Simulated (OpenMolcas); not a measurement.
Zr2+.

```json
{
 "Program": "OpenMolcas",
 "Basis": "ANO-R2 [7s5p4d2f1g]",
 "Scalar Hamiltonian": "X2C, finite nucleus",
 "Active space": "2 electrons in 10 orbitals (4d 5d)",
 "State averaging": "2S+1 = 3 even, 10 roots; 2S+1 = 1 even, 15 roots",
 "Spin-orbit coupling": "state interaction with AMFI integrals over the reference wave functions, term energies averaged over their components"
}
```

Two sets of levels on these reference wave functions, in cm-1 above 4d2 3F2: one from CASSCF and one from SS-CASPT2, IPEA 0.25 Eh, imaginary shift 0.1 Eh (closed shells correlated: 4s 4p).

```tsv
Level	Set 1	Set 2
4d2 3F2	0.0	0.0
4d2 3F3	690	716
4d2 3F4	1530	1553
4d2 1D2	8690	5700
4d2 3P0	9780	8160
4d2 3P1	10030	8440
4d2 3P2	10650	8970
4d2 1G4	13150	11180
4d2 1S0	30590	23420
```

**Question.** Which set is which?

**Answer.** Set 2 is SS-CASPT2. Its levels of the other terms of 4d2 lie at 0.66 to 0.85 of the other set's values, as expected, since terms of lower spin or lower L gain more correlation energy than the Hund ground term. Against 8 measured levels (Moore, Atomic Energy Levels, vol. II, NSRDS-NBS 35 (1971 reprint of NBS Circular 467, 1952); NIST levels as listed in Rynkun, Gaigalas and Jonsson, Astron. Astrophys. 637, A10 (2020)) the mean absolute deviation is 150 cm-1 with it and 2100 cm-1 without; single levels miss by up to 560 cm-1 with it.

Term energies are means over components that CASPT2 splits; among the terms shown or strongly mixed into the levels shown the widest spread is 560 cm-1 (4d2 3F, SS-CASPT2). Active for correlation alone: 5d; no level in the range computed is led by a configuration that fills it, so any true level of that kind is missing. Without dynamic correlation excited terms often stand tens of per cent too high (terms of higher spin than the ground term too low), and those without a measured partner can miss by more than the paired ones (holds for CASSCF). Some levels mix across a computed gap that differs much from the measured one, so their mixing is not that of the real levels (holds for CASSCF). Computed and measured levels are paired by configuration, term and J; levels that our copy of the source lacks, or whose pairing is in doubt (as where it misses far off the trend of its configuration), stay unpaired and out of the deviations. Levels of configurations outside the active space are missing.
